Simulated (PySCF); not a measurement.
Predicted microwave data (B3LYP/def2-SVPD in PySCF (dipole) on a GFN2-xTB geometry, gas phase) for one isomer of C6H10Si:

* Rotational constants: A = 2818, B = 1718, C = 1343 MHz
* Dipole components: |μa| = 0.07 D, |μb| = 0.46 D, |μc| = 0.00 D
* Inertial defect: -97.17 u·Å²
* κ: -0.49

Question: Which structure is it? (One computed conformer of each.)
A. `[CH:1]#[C:2][Si:3]1([CH3:4])[CH2:5][CH2:6][CH2:7]1` with C2–Si3–C5–C6 102°, Si3–C5–C6–C7 11°, C5–C6–C7–Si3 -11°, C2–Si3–C7–C6 -102°
B. `[CH2:1]=[C:2]([CH3:3])[SiH2:4][CH:5]1[CH:6]=[CH:7]1` with C1–C2–Si4–C5 -8°, C2–Si4–C5–C6 98°
C. `[CH2:1]=[CH:2][CH2:3][SiH2:4][CH:5]1[CH:6]=[CH:7]1` with C1–C2–C3–Si4 -105°, C2–C3–Si4–C5 60°, C3–Si4–C5–C6 94°

Answer: A. It is C#C[Si]1(C)CCC1, an asymmetric top, point group Cs. The candidates at the same level (rigid rotor, commonest isotopes):

```json
{"SMILES": "C=CC[SiH2]C1C=C1", "A (MHz)": "3713", "B (MHz)": "1281", "C (MHz)": "1065", "μa (D)": "0.70", "μb (D)": "0.31", "μc (D)": "0.31", "Δ (u·Å²)": "-56.11", "point group": "C1", "rotor": "asymmetric top"}
{"SMILES": "C=C(C)[SiH2]C1C=C1", "A (MHz)": "5204", "B (MHz)": "1173", "C (MHz)": "1018", "μa (D)": "0.55", "μb (D)": "0.37", "μc (D)": "0.15", "Δ (u·Å²)": "-31.50", "point group": "C1", "rotor": "near-prolate asymmetric top"}
{"SMILES": "C#C[Si]1(C)CCC1", "A (MHz)": "2818", "B (MHz)": "1718", "C (MHz)": "1343", "μa (D)": "0.07", "μb (D)": "0.46", "μc (D)": "0.00", "Δ (u·Å²)": "-97.17", "point group": "Cs", "rotor": "asymmetric top"}
```

`C=C(C)[SiH2]C1C=C1` has A 85 % too high; `C=CC[SiH2]C1C=C1` has A 32 % too high. In the right answer the mirror of this Cs structure is the ab plane, so μc vanishes by symmetry (the 0.01 D computed is a residue). No structure here is proved a minimum.
